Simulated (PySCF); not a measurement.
Run record for `O=C1CCOC[C@H]1CF`: PBE0/6-31G, energy threshold 1e-06 Eh, full TDDFT, 3 singlets.

Method: TDDFT PBE0/6-31G, vertical, gas phase, core orbitals frozen in the response (PySCF 2.14.0, density-fitted response routines). Geometry: GFN2-xTB. A driver script takes a list of jobs; this job's settings line and coordinates (Å) are shown.

Command:
```bash
OMP_NUM_THREADS=1 python probes_run.py task.json out
```

Input:
```
{"job": {"kind": "uv", "xc": "PBE0", "basis": "6-31G", "nstates": 3, "ntriplets": 2, "tda": false, "scf": {"conv": 1e-06}}, "charge": 0, "multiplicity": 1}
O      0.401727    -2.195241     0.126523
C     -0.057837    -1.142910    -0.236438
C     -1.529085    -0.888346    -0.446507
C     -1.946827     0.297772     0.444447
O     -1.168606     1.435759     0.184299
C      0.189698     1.219904     0.449257
C      0.775058     0.105188    -0.450550
C      2.243931    -0.154317    -0.142258
F      2.992355     0.962015    -0.419867
H     -1.702833    -0.623752    -1.490782
H     -2.106217    -1.777713    -0.195246
H     -1.856838     0.003701     1.501447
H     -2.980610     0.583126     0.241154
H      0.340161     0.945168     1.505071
H      0.699588     2.164648     0.251704
H      0.671593     0.429314    -1.491371
H      2.392648    -0.388197     0.916162
H      2.633334    -0.969802    -0.758702
```

Problem. Predict the output.

Solution. 
```
final grid: 149616 points
cycle   1  E = -483.4463846104  dE =  1.586e+00  |g| = 9.927e-01  |ddm| = 4.062e+00
cycle   2  E = -482.9203108330  dE =  5.261e-01  |g| = 1.921e+00  |ddm| = 3.722e+00
cycle   3  E = -483.6387221417  dE = -7.184e-01  |g| = 2.260e-01  |ddm| = 2.790e+00
cycle   4  E = -483.6485101164  dE = -9.788e-03  |g| = 8.085e-02  |ddm| = 3.136e-01
cycle   5  E = -483.6495991071  dE = -1.089e-03  |g| = 2.424e-02  |ddm| = 9.873e-02
cycle   6  E = -483.6497331249  dE = -1.340e-04  |g| = 4.697e-03  |ddm| = 2.918e-02
cycle   7  E = -483.6497371063  dE = -3.981e-06  |g| = 1.699e-03  |ddm| = 5.851e-03
cycle   8  E = -483.6497376706  dE = -5.643e-07  |g| = 3.822e-04  |ddm| = 2.428e-03
converged SCF energy = -483.6497376706

Static polarisability (au): isotropic 62.377, principal 52.686 64.835 69.609

Singlet excitations
state   eV       nm        f      main configurations
  1   4.2874    289.2   0.00005   H->L 0.98
  2   5.8424    212.2   0.02778   H-1->L 0.98
  3   7.0017    177.1   0.01232   H-2->L 0.98

Triplet excitations (Tamm-Dancoff, eV): 3.6664 5.3843
```

H and L stand for HOMO and LUMO; the number after each pair is its weight.

Problem. How does the lowest singlet excitation compare with the HOMO–LUMO gap?

Solution. HOMO -7.34 eV and LUMO -0.74 eV give a gap of 6.60 eV; S1 at 4.29 eV lies 2.31 eV below it.

Problem. Which computed singlet has the largest oscillator strength, and what do all of them sum to?

Solution. State 2 at 5.84 eV (212 nm), f = 0.028; the 3 states sum to 0.040.

In short: SCF converged in 8 cycles with 99 basis and 888 fitting functions; HOMO -7.34 eV, LUMO -0.74 eV; lowest singlet 4.29 eV; lowest triplet 3.67 eV (Tamm–Dancoff); mean polarisability 62.4 au.

Hardware: an Intel Xeon Platinum 8259CL at 2.50 GHz with one thread, shared host with 96 logical CPUs at a one-minute load of 58. Cost: 20 s wall, 0.61 GiB resident at most.

One conformer stands for the species.
